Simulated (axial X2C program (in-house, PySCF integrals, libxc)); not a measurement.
## How the levels of RhI (d8 s0 orbitals) move with the bond length

Computed with an axial X2C code built on PySCF integrals: two-component X2C with atomic mean-field Coulomb and Gaunt terms, basis Rh dyall-v3z, I dyall-v3z (cores contracted in-house). Orbitals come from Hartree–Fock averaged over the configuration Rh d8 s0; CI then distributes these electrons over the d, s shells of Rh.

At R = 2.697 Å:

```json
{"Ω": "3", "energy (cm⁻¹)": "0", "g∥": "7.73", "μ (D)": "-7.06", "configuration": "100% d8"}
{"Ω": "2", "energy (cm⁻¹)": "92", "g∥": "4.88", "μ (D)": "-7.06", "configuration": "100% d8"}
{"Ω": "1", "energy (cm⁻¹)": "285", "g∥": "2.25", "μ (D)": "-7.05", "configuration": "100% d8"}
{"Ω": "0", "energy (cm⁻¹)": "391", "g∥": "0.00", "μ (D)": "-7.05", "configuration": "100% d8"}
{"Ω": "4", "energy (cm⁻¹)": "519", "g∥": "10.00", "μ (D)": "-7.10", "configuration": "100% d8"}
{"Ω": "2", "energy (cm⁻¹)": "2319", "g∥": "4.86", "μ (D)": "-7.01", "configuration": "100% d8"}
{"Ω": "1", "energy (cm⁻¹)": "2355", "g∥": "1.77", "μ (D)": "-7.03", "configuration": "100% d8"}
{"Ω": "0", "energy (cm⁻¹)": "2401", "g∥": "0.00", "μ (D)": "-7.01", "configuration": "100% d8"}
{"Ω": "3", "energy (cm⁻¹)": "2604", "g∥": "6.27", "μ (D)": "-7.08", "configuration": "100% d8"}
{"Ω": "1", "energy (cm⁻¹)": "3536", "g∥": "2.01", "μ (D)": "-6.99", "configuration": "100% d8"}
{"Ω": "0", "energy (cm⁻¹)": "3672", "g∥": "0.00", "μ (D)": "-6.99", "configuration": "100% d8"}
{"Ω": "2", "energy (cm⁻¹)": "3988", "g∥": "2.30", "μ (D)": "-7.11", "configuration": "100% d8"}
{"Ω": "0", "energy (cm⁻¹)": "9808", "g∥": "0.00", "μ (D)": "-6.99", "configuration": "100% d8"}
{"Ω": "1", "energy (cm⁻¹)": "10614", "g∥": "2.14", "μ (D)": "-7.00", "configuration": "100% d8"}
```

g∥ is the magnitude of 2⟨Lz + ge Sz⟩ for the +Ω component. μ is positive if the I end is positive. The lowest 14 levels at most are listed.

At R = 3.034 Å:

```csv
Ω,energy (cm⁻¹),g∥,μ (D),configuration
2,0,4.97,-8.58,100% d8
3,4,7.71,-8.57,100% d8
1,110,2.34,-8.60,100% d8
0,174,0.00,-8.61,100% d8
4,532,10.00,-8.61,100% d8
0,2253,0.00,-8.57,100% d8
2,2259,4.75,-8.56,100% d8
1,2263,1.96,-8.57,100% d8
3,2610,6.29,-8.59,100% d8
1,3460,1.72,-8.55,100% d8
0,3553,0.00,-8.56,100% d8
2,3940,2.34,-8.61,100% d8
0,10468,0.00,-8.55,100% d8
1,10995,2.17,-8.55,99% d8
```

The lowest level lies 2093 cm⁻¹ above the lowest at the first distance.

Problem. How does the gap from the lowest to the fifth level change between the two distances?

Solution. From 519 to 532 cm⁻¹, a factor of 1.02.

There is no dynamic correlation: spin–orbit spacings and, for f shells, spacings inside one term are the most reliable numbers, splittings between terms come out too wide, and energies between configurations are not reliable, so the lowest level need not be the ground state of the molecule. For d shells the ligand-field splittings (σ, π, δ) and their order can be off by a thousand cm⁻¹ or more. At most 4 roots were kept for each Ω > 0 (twice that for Ω = 0) within 3.2 eV of the lowest, so higher up levels can be missing between those listed; levels with Ω > 0 are doubly degenerate and listed once, Ω = 0 levels singly. States that fill the shells left empty in the average are placed too high.
